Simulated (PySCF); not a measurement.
**Working with the constants of BiN**

RHF-CCSD(T) constants of BiN, singlet, closed shell (PySCF, scalar-relativistic core potentials, basis sets Bi def2-TZVPP with ECP60, N def2-TZVPP; masses 208.9804 and 14.0031 u):

- ωe: 767.7 cm⁻¹
- ωexe: 4.14 cm⁻¹
- Be: 0.34271 cm⁻¹
- αe: 0.00218 cm⁻¹
- D (centrifugal): 2.73e-07 cm⁻¹
- De to Bi + N: 2.75 eV

Question: Give the vibrational terms G(v) and spacings up to v = 6.

Answer: G(v) = ωe(v+½) − ωexe(v+½)².

| v | G(v) (cm⁻¹) | G(v) − G(v−1) | Bv (cm⁻¹) |
| --- | --- | --- | --- |
| 0 | 383 |  | 0.3416 |
| 1 | 1142 | 759 | 0.3394 |
| 2 | 1893 | 751 | 0.3373 |
| 3 | 2636 | 743 | 0.3351 |
| 4 | 3371 | 735 | 0.3329 |
| 5 | 4097 | 726 | 0.3307 |
| 6 | 4815 | 718 | 0.3285 |

Question: How well does the Morse estimate ωe²/(4ωexe) reproduce De, and what is D0?

Answer: It gives 4.41 eV, 160 % of the computed De. D0 = De − G(0) = 2.75 − 0.05 = 2.70 eV.

Correlated steps freeze 5 core orbitals. Spin–orbit coupling is left out, which matters for elements this heavy, above all for dissociation energies. Where the molecule has an RHF reference, its open-shell atoms are computed with UHF. The CCSD T1 diagnostic is raised, a sign that a single reference may not be enough here.
